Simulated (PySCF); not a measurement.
# WH₃⁺ + 3 F₂ → WF₃⁺ + 3 HF

Level: PBE0 in the def2-TZVP basis family, computed in PySCF with density fitting; scalar-relativistic core potentials for atoms from Rb on, none lighter, no spin–orbit coupling; open shells unrestricted.

| species | state and structure | E (Eh) | ZPE (kJ/mol) | H(298 K) − H(0) (kJ/mol) | S° (J/(mol K)) |
| --- | --- | --- | --- | --- | --- |
| WH₃⁺ | triplet, Cs, W–H 1.677 Å (×3); H–W–H 101.0°, H–W–H 104.4° (×2) | -68.42718 | 46.4 | 11.7 | 261.9 |
| F₂ | singlet, D∞h, F–F 1.376 Å | -199.40856 | 6.6 | 8.7 | 201.9 |
| WF₃⁺ | triplet, C2v, W–F 1.778 Å, W–F 1.798 Å (×2); F–W–F 104.6°, F–W–F 127.7° (×2) | -366.23995 | 16.1 | 16.2 | 337.5 |
| HF | singlet, C∞v, H–F 0.920 Å | -100.39188 | 24.9 | 8.7 | 173.6 |

(1) What is the electronic reaction energy?

(2) Add zero-point, thermal and entropy terms for 298.15 K and 1 bar.

Results:

(1) At PBE0/def2-TZVP, ΔE = -2002.5 kJ/mol from the differences of the total energies times 2625.5, downhill. 

(2) ΔZPE = 24.6 and Δ[H(298) − H(0)] = 4.5 kJ/mol give ΔH° = -1973.4 kJ/mol. ΔS° = -9.3 J/(mol K), so ΔG° = -1973.4 − 298.15 × (-0.0093) = -1971 kJ/mol.

Spin–orbit coupling can matter for WH₃⁺, WF₃⁺ and is left out. Open d or f shells are single determinants, so the state found may not be the ground state. Modes under 40 cm⁻¹ make the shape and entropy of WF₃⁺ uncertain. The structures come from searches over a few start shapes, so lower isomers are not excluded.
